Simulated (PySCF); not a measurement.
System: C$_{2}$H$_{5}$BF, net charge 0, doublet state. It need not be the lowest isomer of its formula. SMILES: [CH2]B(C)F
Structure (B3LYP-D3(BJ)/def2-TZVP (Ansatz) minimum search):
```
B
F 1 1.3476
C 1 1.5345 2 116.79
H 3 1.0840 1 122.73 2 180.00
H 3 1.0851 4 114.97 1 -180.00
C 1 1.5651 2 117.42 3 180.00
H 6 1.0900 1 113.85 2 -180.00
H 6 1.0952 7 108.28 1 122.90
H 6 1.0952 7 108.28 8 114.20
```
Charge 0, spin multiplicity 2.

Dispersion corrections to the total energy (kcal/mol) from the dftd3 and dftd4 libraries through PySCF: D3(BJ) without and D4 with the three-body term, each with the damping fitted for the functional named.

```
functional  D3(BJ)     D4
----------  ------  -----
PBE          -2.97    ___
PW6B95       -1.36  -2.45
CAM-B3LYP    -2.17  -2.29
HSE06        -1.81  -2.12
BLYP         -6.22  -6.30
LC-wPBE      -2.66    ___
TPSSh        -3.35    ___
```

**Question.** Complete the blanks.

**Answer.** 
- PBE, D4: -2.78
- LC-wPBE, D4: -3.06
- TPSSh, D4: -3.41
